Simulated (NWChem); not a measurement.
System meant: C2H5Br3OSi; SMILES [Si](Br)(OCC)(Br)Br

The following NWChem deck was run.

```
start job
memory heap 200 mb stack 900 mb global 1100 mb
geometry units angstroms noautoz
  C     -0.215189     1.761039     3.599992
  C     -0.122618     1.746090     2.086752
  O     -0.110257     0.380555     1.637784
  Si    -0.006595    -0.097957     0.060338
  Br    -0.024552    -2.308305     0.069233
  Br    -1.735551     0.688013    -1.111212
  Br     1.877232     0.660068    -0.865264
  H     -1.136294     1.248402     3.940723
  H     -0.237215     2.805308     3.970760
  H      0.655803     1.246503     4.051515
  H     -0.988035     2.275822     1.628420
  H      0.803805     2.255960     1.738371
end
basis spherical
  * library def2-svp
end
dft
  xc xpbe96 cpbe96
  iterations 4
  semidirect filesize 400000000
  mulliken
end
task dft energy
```

End of the output:

```
    Atom       Charge   Shell Charges
 -----------   ------   -------------------------------------------------------
    1 C    6     6.08   1.96  0.59  0.31  1.90  1.25  0.07
    2 C    6     5.93   1.96  0.60  0.30  1.84  1.10  0.13
    3 O    8     8.24   1.97  0.92  0.59  2.74  1.99  0.02
    4 Si  14    13.83   2.00  1.93  0.71  0.33  5.81  1.19  1.15  0.72
    5 Br  35    35.00   2.00  2.00  1.96  1.15  0.72  5.99  5.81  2.45  2.89  7.83  2.04  0.17
    6 Br  35    35.03   2.00  2.00  1.96  1.15  0.73  5.99  5.81  2.45  2.91  7.83  2.04  0.17
    7 Br  35    35.03   2.00  2.00  1.96  1.15  0.73  5.99  5.81  2.45  2.91  7.83  2.04  0.17
    8 H    1     0.96   0.63  0.27  0.06
    9 H    1     0.96   0.63  0.27  0.06
   10 H    1     0.96   0.63  0.27  0.06
   11 H    1     0.98   0.65  0.27  0.06
   12 H    1     0.98   0.65  0.27  0.06

 center of mass
 --------------
 x =  -0.00073730 y =  -0.16089588 z =  -0.16934529

 moments of inertia (a.u.)
 ------------------
        3758.310806541621           0.000000000000          -0.000000000001
           0.000000000000        3484.821204515301           0.000000000002
          -0.000000000001           0.000000000002        4039.141948425506

     Multipole analysis of the density
     ---------------------------------

     L   x y z        total         alpha         beta         nuclear
     -   - - -        -----         -----         ----         -------
     0   0 0 0      0.000000    -72.000000    -72.000000    144.000000

     1   1 0 0     -0.001918     -0.000959     -0.000959      0.000000
     1   0 1 0      0.638543      0.319272      0.319272      0.000000
     1   0 0 1      0.226458      0.113229      0.113229     -0.000000

     2   2 0 0    -63.204849   -447.118812   -447.118812    831.032776
     2   1 1 0     -0.013272     -0.246230     -0.246230      0.479188
     2   1 0 1     -0.014136     -0.325996     -0.325996      0.637856
     2   0 2 0    -59.044255   -556.818811   -556.818811   1054.593366
     2   0 1 1      2.281338    -51.611715    -51.611715    105.504769
     2   0 0 2    -62.971134   -443.331513   -443.331513    823.691891

 ------------------------------------------------------------------------
 dft energy failed                                                                                  0
 ------------------------------------------------------------------------
 ------------------------------------------------------------------------
  current input line :
    26: task dft energy
 ------------------------------------------------------------------------
 ------------------------------------------------------------------------
 This type of error is most commonly associated with calculations not reaching convergence criteria
 ------------------------------------------------------------------------
 For more information see the NWChem manual at https://nwchemgit.github.io

0:dft energy failed:Received an Error in Communication
```

What is wrong, and how is it mended?

Convergence was not reached. Cause: the SCF was allowed too few iterations. This input runs:
```
start job
memory heap 200 mb stack 900 mb global 1100 mb
geometry units angstroms noautoz
  C     -0.215189     1.761039     3.599992
  C     -0.122618     1.746090     2.086752
  O     -0.110257     0.380555     1.637784
  Si    -0.006595    -0.097957     0.060338
  Br    -0.024552    -2.308305     0.069233
  Br    -1.735551     0.688013    -1.111212
  Br     1.877232     0.660068    -0.865264
  H     -1.136294     1.248402     3.940723
  H     -0.237215     2.805308     3.970760
  H      0.655803     1.246503     4.051515
  H     -0.988035     2.275822     1.628420
  H      0.803805     2.255960     1.738371
end
basis spherical
  C library def2-svp
  O library def2-svp
  Si library def2-svp
  Br library def2-svp
  H library def2-svp
end
dft
  xc xpbe96 cpbe96
  iterations 150
  semidirect filesize 400000000
  mulliken
end
task dft energy
```
It converges to -8163.95164 Ha (PBE/def2-SVP).
